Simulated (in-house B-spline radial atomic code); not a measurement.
# How G0W0 and RPA depend on the start: Zn⁷⁺

Configuration [Ar] 3d5, highest spin. Computed with a B-spline radial code for spherical atoms: all electrons, non-relativistic, point nucleus, each spin shell either full or empty, empty states to l = 9 with an (l + 1/2)⁻⁴ tail; G0W0 by contour deformation at full frequency.

| start | mean-field 3d up (eV) | G0W0 (eV) | QP weight | RPA correlation (Eh) |
| --- | --- | --- | --- | --- |
| Hartree-Fock | -176.24 | ? | ? | ? |
| LDA VWN5 | -159.07 | -174.72 | 0.966 | -1.5995 |
| PBE | -158.90 | -174.61 | 0.966 | -1.5972 |
| PBE0 | -163.54 | -174.80 | 0.971 | -1.5609 |
| r2SCAN | -160.16 | -174.63 | 0.968 | -1.5728 |
| HSE06 | -163.03 | -174.81 | 0.970 | -1.5632 |
| B3LYP (VWN-RPA) | -162.61 | -174.78 | 0.969 | -1.5689 |
| SCAN | -160.14 | -174.56 | 0.968 | -1.5715 |
| TPSS | -158.88 | -174.67 | 0.966 | -1.5892 |
| BHandHLYP | -167.97 | -174.99 | 0.974 | -1.528 |
| CAM-B3LYP | -164.63 | -174.91 | 0.971 | -1.5574 |
| LC-wPBE | -164.70 | ? | ? | ? |
| wB97X | -165.18 | -174.73 | 0.973 | -1.5514 |
| PBEsol | -158.85 | -174.65 | 0.966 | -1.5978 |
| BLYP | -158.72 | -174.61 | 0.965 | -1.5982 |
| r2SCAN0 | -164.46 | -174.81 | 0.972 | -1.5445 |
| LDA exchange-only | -157.30 | -174.88 | 0.965 | -1.5995 |

What G0W0 level, weight and RPA correlation energy follow from the Hartree-Fock start?

G0W0 level -175.28 eV, weight 0.979, RPA correlation -1.4668 hartree.

What G0W0 level, weight and RPA correlation energy follow from the LC-wPBE start?

G0W0 level -174.99 eV, weight 0.972, RPA correlation -1.5618 hartree.

How much of the dependence on the start does G0W0 remove?

The mean-field levels span 18.9 eV and the G0W0 levels 0.715 eV. Against 173.9 ± 1.7 eV (NIST, semi-empirical) the G0W0 removal energies are off by +0.66 to +1.38 eV, with relativity, Breit and QED terms left out.
